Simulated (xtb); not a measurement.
BiCl3, charge +1, doublet, at a GFN2-xTB geometry (such geometries of metal compounds can be far from the true shape) (a state made from the parent by changing its charge; the spin is typed, not shown lowest); xtb with GFN0-xTB.

The xtb input:
```
$ xtb mol.xyz --gfn 0 --chrg 1 --uhf 1 --opt --json

# file mol.xyz
4

Bi    -0.00429499    -0.00067859     0.52337335
Cl    -1.83836082    -0.99665658    -0.86820175
Cl     0.06559027     2.09816710    -0.84856458
Cl     1.79374020    -1.09819741    -0.83852708
```

What the program printed (banner, timings and long lists left out):

```
   ID    Z sym.   atoms
    1   83 Bi     1
    2   17 Cl     2-4

           -------------------------------------------------
          |                Calculation Setup                |
           -------------------------------------------------

           -------------------------------------------------
          |                 G F N 0 - x T B                 |
           -------------------------------------------------

          ...................................................
          :                      SETUP                      :
          :.................................................:
          :  # basis functions                  34          :
          :  # atomic orbitals                  31          :
          :  # shells                           11          :
          :  # electrons                        25          :
          :  electronic temp.          300.0000000     K    :
          :  accuracy                    1.0000000          :
          :  -> integral cutoff          0.2500000E+02      :
          :  -> integral neglect         0.1000000E-07      :
          ...................................................

         :::::::::::::::::::::::::::::::::::::::::::::::::::::
         ::                     SUMMARY                     ::
         :::::::::::::::::::::::::::::::::::::::::::::::::::::
         :: total energy             -13.704617699094 Eh    ::
         :: gradient norm              0.014637724626 Eh/a0 ::
         :: HOMO-LUMO gap              7.080843251621 eV    ::
         ::.................................................::
         :: H0 energy                -15.150920054836 Eh    ::
         :: repulsion energy           0.001405573660 Eh    ::
         :: electrostat energy         1.446288570043 Eh    ::
         :: -> Gsolv                   0.000000000000 Eh    ::
         ::    -> Gsasa                0.000000000000 Eh    ::
         ::    -> Gshift               0.000000000000 Eh    ::
         :: dispersion energy         -0.001391787960 Eh    ::
         :: short-range corr.          0.000000000000 Eh    ::
         :: add. restraining           0.000000000000 Eh    ::
         :: total charge               1.000000000000 e     ::
         :::::::::::::::::::::::::::::::::::::::::::::::::::::

      -----------------------------------------------------------
     |                   =====================                   |
     |                        A N C O P T                        |
     |                   =====================                   |
     |               Approximate Normal Coordinate               |
     |                Rational Function Optimizer                |
      -----------------------------------------------------------
      -----------------------------------------------------------
     |                   =====================                   |
     |                        A N C O P T                        |
     |                   =====================                   |
     |               Approximate Normal Coordinate               |
     |                Rational Function Optimizer                |
      -----------------------------------------------------------

          ...................................................
          :                      SETUP                      :
          :.................................................:
          :   optimization level            normal          :
          :   max. optcycles                   200          :
          :   ANC micro-cycles                  20          :
          :   degrees of freedom                 6          :
          :.................................................:
          :   RF solver                   davidson          :
          :   write xtbopt.log                true          :
          :   linear?                        false          :
          :   energy convergence         0.5000000E-05 Eh   :
          :   grad. convergence          0.1000000E-02 Eh/α :
          :   maxmium RF displ.          1.0000000          :
          :   Hlow (freq-cutoff)         0.1000000E-01      :
          :   Hmax (freq-cutoff)         5.0000000          :
          :   S6 in model hess.         20.0000000          :
          ...................................................

generating ANC from exact Hessian ...
Using Lindh-Hessian (1995)
 Shifting diagonal of input Hessian by    9.2519943238452904E-003
 Lowest  eigenvalues of input Hessian
    0.000000    0.000000    0.000000    0.000000    0.000000    0.000000
    0.010000    0.010000    0.010599    0.046541    0.048704    0.048704
 Highest eigenvalues
    0.010000    0.010000    0.010599    0.046541    0.048704    0.048704

........................................................................
.............................. CYCLE    1 ..............................
........................................................................
 * total energy  :   -13.7046177 Eh     change        0.0000000E+00 Eh
   gradient norm :     0.0146377 Eh/α   predicted     0.0000000E+00 (   0.00%)
   displ. norm   :     0.4234268 α      lambda       -0.5345505E-02
   maximum displ.:     0.3318165 α      in ANC's #3, #4, #6, ...

........................................................................
.............................. CYCLE    2 ..............................
........................................................................
 * total energy  :   -13.7060481 Eh     change       -0.1430370E-02 Eh
   gradient norm :     0.0154104 Eh/α   predicted    -0.3151950E-02 ( 120.36%)
   displ. norm   :     0.2562622 α      lambda       -0.2610494E-02
   maximum displ.:     0.2222232 α      in ANC's #3, #4, #5, ...

........................................................................
.............................. CYCLE    3 ..............................
[...]
 * total energy  :   -13.7070344 Eh     change       -0.9863182E-03 Eh
 * total energy  :   -13.7070827 Eh     change       -0.4835989E-04 Eh
 * total energy  :   -13.7070830 Eh     change       -0.2904426E-06 Eh
   *** GEOMETRY OPTIMIZATION CONVERGED AFTER 5 ITERATIONS ***
[...]
           -------------------------------------------------

          ...................................................
          :                      SETUP                      :
          :.................................................:
          :  # basis functions                  34          :
          :  # atomic orbitals                  31          :
          :  # shells                           11          :
          :  # electrons                        25          :
          :  electronic temp.          300.0000000     K    :
          :  accuracy                    1.0000000          :
          :  -> integral cutoff          0.2500000E+02      :
          :  -> integral neglect         0.1000000E-07      :
          ...................................................

         :::::::::::::::::::::::::::::::::::::::::::::::::::::
         ::                     SUMMARY                     ::
         :::::::::::::::::::::::::::::::::::::::::::::::::::::
         :: total energy             -13.707083037752 Eh    ::
         :: gradient norm              0.000153851315 Eh/a0 ::
         :: HOMO-LUMO gap              6.395668449188 eV    ::
         ::.................................................::
         :: H0 energy                -15.154731540449 Eh    ::
         :: repulsion energy           0.002245070042 Eh    ::
         :: electrostat energy         1.446777553251 Eh    ::
         :: -> Gsolv                   0.000000000000 Eh    ::
         ::    -> Gsasa                0.000000000000 Eh    ::
         ::    -> Gshift               0.000000000000 Eh    ::
         :: dispersion energy         -0.001374120596 Eh    ::
         :: short-range corr.          0.000000000000 Eh    ::
         :: add. restraining           0.000000000000 Eh    ::
         :: total charge               1.000000000000 e     ::
         :::::::::::::::::::::::::::::::::::::::::::::::::::::

           -------------------------------------------------
          |                Property Printout                |
           -------------------------------------------------

    * Orbital Energies and Occupations

         #    Occupation            Energy/Eh            Energy/eV
      -------------------------------------------------------------
         1        2.0000           -0.9685479             -26.3555
         2        2.0000           -0.9685479             -26.3555
         3        2.0000           -0.9681977             -26.3460
         4        2.0000           -0.7316655             -19.9096
         5        2.0000           -0.4862067             -13.2304
         6        2.0000           -0.4862067             -13.2304
         7        2.0000           -0.4723975             -12.8546
         8        2.0000           -0.4564258             -12.4200
         9        2.0000           -0.4564258             -12.4200
        10        1.9998           -0.4544770             -12.3669
        11        1.9997           -0.4541675             -12.3585
        12        1.9997           -0.4541675             -12.3585
        13        1.0009           -0.4398625             -11.9693 (HOMO)
        14                         -0.2048261              -5.5736 (LUMO)
        15                         -0.1524529              -4.1485
        16                         -0.1524528              -4.1485
        17                         -0.0668002              -1.8177
        18                         -0.0668002              -1.8177
        19                         -0.0663428              -1.8053
        20                         -0.0661305              -1.7995
        21                         -0.0661305              -1.7995
        22                         -0.0659992              -1.7959
        23                         -0.0659471              -1.7945
        24                         -0.0659471              -1.7945
       ...                                ...                  ...
        31                          0.0271745               0.7395
      -------------------------------------------------------------
                  HL-Gap            0.2350365 Eh            6.3957 eV
             Fermi-level            0.0000000 Eh            0.0000 eV

     #   Z          covCN         q      C6AA      α(0)
     1  83 Bi       2.442     0.533   508.835    42.710
     2  17 Cl       0.814     0.156    92.742    14.720
     3  17 Cl       0.814     0.156    92.742    14.720
     4  17 Cl       0.814     0.156    92.742    14.720

 Mol. C6AA /au·bohr⁶  :       2625.594581
 Mol. C8AA /au·bohr⁸  :     202301.718203
 Mol. α(0) /au        :         86.871098

Wiberg/Mayer (AO) data.
largest (>0.10) Wiberg bond orders for each atom

 ---------------------------------------------------------------------------
     #   Z sym  total        # sym  WBO       # sym  WBO       # sym  WBO
 ---------------------------------------------------------------------------
     1  83 Bi   1.878 --     3 Cl   0.626     4 Cl   0.626     2 Cl   0.626
     2  17 Cl   0.976 --     1 Bi   0.626     3 Cl   0.175     4 Cl   0.175
     3  17 Cl   0.976 --     1 Bi   0.626     4 Cl   0.175     2 Cl   0.175
     4  17 Cl   0.976 --     1 Bi   0.626     3 Cl   0.175     2 Cl   0.175
 ---------------------------------------------------------------------------

Topologies differ in total number of bonds
Writing topology from bond orders to xtbtopo.mol

 dipole moment from electron density (au)
     X       Y       Z
  -0.0218  -0.0034   2.6527  total (Debye):    6.743

optimized geometry written to: xtbopt.xyz

           -------------------------------------------------
          | TOTAL ENERGY              -13.707083037752 Eh   |
          | GRADIENT NORM               0.000153851315 Eh/α |
          | HOMO-LUMO GAP               6.395668449188 eV   |
           -------------------------------------------------

normal termination of xtb
```
